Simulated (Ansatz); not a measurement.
`[OH][In]([OH])[OH]` + H₂Se → `[OH][In-]([OH])([OH])[SeH2+]`  (adduct formation)

Computed with Ansatz on PBE0-D4/def2-TZVP structures; ΔE is electronic, products minus reactants. CCSD(T)/CBS is the MP2 limit (def2-TZVPP, def2-QZVPP) plus CCSD(T) − MP2 in def2-TZVPP, frozen cores. DFT in def2-TZVPP. Elements past krypton have def2 core potentials. For In, Se outer-core shells are correlated without core-valence functions, which leaves a few kJ/mol of doubt a bond. Scalar relativity is left out up to krypton. One conformer a species, not always the lowest.

```
          level  ΔE (kcal/mol)  difference from CCSD(T)/CBS
    LDA (SPW92)          -15.3                         -2.4
         PBE-D4          -11.4                          1.5
     r2SCAN0-D4          -12.4                          0.5
        ωB97X-V          -11.2                          1.7
         B2PLYP           -9.1                          3.8
       PBE-QIDH          -11.4                          1.5
        r2SCAN0          -11.7                          1.2
   MP2/def2-SVP          -11.8                          1.1
 MP2/def2-TZVPP          -12.1                          0.8
CCSD/def2-TZVPP          -10.5                          2.4
    CCSD(T)/CBS          -12.9                            0
```

Largest T1 diagnostic among the species: 0.017.

Leaving LDA and LC-ωPBE aside and taking each functional with its dispersion term where it has one, the values spread over 3.3 kcal/mol, from r2SCAN0-D4 to B2PLYP. LDA lies −6.1 kcal/mol from PBE without D4. In def2-TZVPP, CCSD(T) changes the Hartree–Fock value by −5.2 kcal/mol (the triples alone add −0.6 kcal/mol) and MP2 by −6.0 kcal/mol. From BLYP to BHLYP (50 % exact exchange), in def2-TZVPP and without D4, ΔE moves by −3.0 kcal/mol.

CCSD(T)/CBS has its own doubt, a few kJ/mol and more with outer-core shells, so smaller differences from it don't rank the levels.
